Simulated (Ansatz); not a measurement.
A structure relaxed at PBE0-D4/def2-TZVP, charge 0, multiplicity 1:

```xyz
15

C     0.377    1.754    2.279
O     0.203    0.633    1.469
Zr   -0.157   -0.731    0.207
Se   -2.564   -1.675    0.504
Se    1.663   -2.528    0.687
O    -0.105   -0.171   -1.600
C     0.076    0.356   -2.877
H    -0.574    2.034    2.742
H     1.100    1.533    3.069
H     0.746    2.599    1.691
H    -2.265   -1.950    1.920
H     1.130   -3.342   -0.418
H     0.999   -0.032   -3.317
H    -0.764    0.073   -3.518
H     0.134    1.447   -2.837
```

**Question.** Give its formula and SMILES.

**Answer.** C2H8O2Se2Zr, `C[O][Zr]([SeH])([SeH])[O]C`.

**Question.** Point group (tolerance 0.08 Å, 0.16 Å for H)?

**Answer.** C2.

**Question.** Summarise the bond lengths by kind.

**Answer.** 2 × C–O 1.393 Å; 6 × C–H 1.094 Å; 2 × O–Zr 1.892 Å; 2 × Se–Zr 2.603 Å; 2 × H–Se 1.473 Å.

All numbers were calculated with Ansatz.
